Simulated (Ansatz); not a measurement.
Input file for Ansatz (an electronic-structure program): R-CCSD(T)/def2-TZVPPD on F2Mg (SMILES [F][Mg][F]), atoms moved off the minimum. Files ending in .json are basis or fitting sets from the Basis Set Exchange.

Ansatz 0.2 input:
```yaml
crystal:
  periodic: [false, false, false]
  atoms:
    - {symbol: Mg, position_ang: [-0.06105926, 0.03749713, 0.08090358]}
    - {symbol: F, position_ang: [0.03909266, -0.00322553, 1.71726120]}
    - {symbol: F, position_ang: [0.01020674, 0.01671668, -1.69747263]}
basis:
  gaussian:
    orbitals: def2-TZVPPD.json
magnetization: {spin_polarized: false}
correlation: {method: ccsd_t, electrons: outside_noble_gas}
scf: {lower_state_search: off}
output: {forces: true}
```

The head of its log:

```
WARN ansatz: RAYON_NUM_THREADS=1 ignored (pool sized by the plan → 1); use --threads N
Functional definition: HF
these checks for a lower state are left out or cut short: starts, cluster_reference, orbital_swaps, neighbouring_geometries, increment
integrals: 0.16 GiB planned
824 factors; integrals over basis functions are off by at most 1.1e-3 eV
mean field: 0.21 GiB planned
mean field evaluation 1: about -10845.9122 eV, gradient 4.7e1 eV
mean field evaluation 2: about -10845.9131 eV, gradient 4.7e1 eV
mean field evaluation 4: about -10849.3006 eV, gradient 1.3e0 eV
mean field evaluation 8: about -10849.3088 eV, gradient 3.2e-4 eV
mean field -10849.30875779 eV, -398.7047429231 hartree, gradient 2.3e-6 eV, S^2 0.000000; 0 other end points of the search recorded, 0 dependent functions left out
7 core orbitals not correlated
reference -10849.30875779 eV, -398.7047429231 hartree; 8, 8 occupied and 100, 100 virtual orbitals, 824 factors
densities: 0.70 GiB planned
```

Task: Give the final energy of this run.

Result: -399.2692 hartree (reference determinant -398.7047, T1 diagnostic 0.015).
